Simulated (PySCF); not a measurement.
C7H10OSSi.
Numbering: `[CH2:1]=[C:2]1[CH:3]=[CH:4]/[C:5]1=[CH:6]\[S:7][SiH2:8][O:9][CH3:10]`

NICS is the negative of the GIAO shielding at a point without a nucleus: at the ring centre (0) and 1 Å above and below it (1); zz is the component along the ring normal. Level: GIAO PBE0/pcSseg-1 (PySCF, non-relativistic, gas phase) on the GFN2-xTB geometry, one conformer.

Ring bond lengths (Å), with Mayer bond orders in brackets: C2–C3 1.472 (1.02), C3–C4 1.353 (1.63), C4–C5 1.468 (1.03), C5–C2 1.500 (0.98).

Task: What do the NICS probes read (ppm)?

Result: 
| ring | type | NICS(0) | NICS(1), two faces | NICS(1)zz, two faces | rms pucker (Å) | centre to ring atoms, mean (Å) |
| --- | --- | --- | --- | --- | --- | --- |
| C2–C3–C4–C5 | 4-membered carbocycle; formal bonds 1 double, 3 single | 4.5 | -2.5 / -2.4 | 3.5 / 3.6 | 0.00 | 1.02 |

Task: What do they say, and how far can they be read as aromaticity?

Result: 
- C2–C3–C4–C5: mean NICS(1)zz 3.6 ppm, deshielded. NICS(0) lies 7 ppm above the mean NICS(1).

Task: How equal are the bonds by HOMA? Use HOMA with the parameters of Krygowski (1993).

Result: 
- C2–C3–C4–C5: HOMA -0.75 = 1 − EN − GEO, with mean bond length 1.448 Å, EN = α(Ropt − mean)² = 0.937 and GEO = α × variance = 0.818.

Task: What is the mean of the two in-plane components of NICS at the first NICS(1) probe listed for ring C2–C3–C4–C5, 1 Å off the ring?

Result: The isotropic value is a third of the trace: (3 × -2.5 − (3.5))/2 = -5.5 ppm.

Task: What are the shieldings of the ring atoms and their hydrogens in the same run (means over atoms taken as equivalent)?

Result: 
```tsv
atoms	environment	σ isotropic (ppm)	principal values of the symmetric part, first atom (ppm)
C2	fully substituted alkene carbon	31.3	-73.9, 36.0, 131.7
C3	alkene CH carbon	35.1	-68.7, 26.6, 147.2
C4	alkene CH carbon	34.3	-67.7, 28.1, 142.5
C5	fully substituted alkene carbon	40.8	-54.1, 51.1, 125.3
H on C3	vinylic hydrogen	24.70	22.8, 24.7, 26.5
H on C4	vinylic hydrogen	24.88	22.0, 23.8, 28.8
```

The values belong to the conformer `[CH2:1]=[C:2]1[CH:3]=[CH:4]/[C:5]1=[CH:6]\[S:7][SiH2:8][O:9][CH3:10]`: C5–C6–S7–Si8 -11°, C6–S7–Si8–O9 -177°, S7–Si8–O9–C10 50°.
